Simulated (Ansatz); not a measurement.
The Ansatz (a quantum-chemistry and plane-wave program) input:
Ansatz 0.2 input:
```yaml
crystal:
  periodic: [false, false, false]
  atoms:
    - {symbol: F, position_ang: [-1.40208683, -0.30199118, 1.13699616]}
    - {symbol: C, position_ang: [-0.67438902, -0.33860083, -0.04056124]}
    - {symbol: F, position_ang: [-1.47330388, 0.40107555, -0.99534071]}
    - {symbol: C, position_ang: [0.69883674, -0.27984565, 0.06640714]}
    - {symbol: F, position_ang: [1.42526080, -0.28423375, -1.11249685]}
    - {symbol: F, position_ang: [1.43383143, 0.59744702, 0.95361079]}
basis:
  gaussian:
    orbitals: def2-SVPD
hamiltonian:
  xc: cam_b3lyp
total_charge: -1
magnetization: {spin_polarized: true, initial_magnetization: 1}
accuracy: high
```

**Question.** What does this run give for the total energy, number of basis functions, <S^2>?

**Answer.** 
| Property | Result |
|---|---|
| total energy | -475.0511 Eh |
| number of basis functions | 132 |
| <S^2> | 0.767 |

A gas-phase anion may not be bound at this level; its values then depend on the basis.
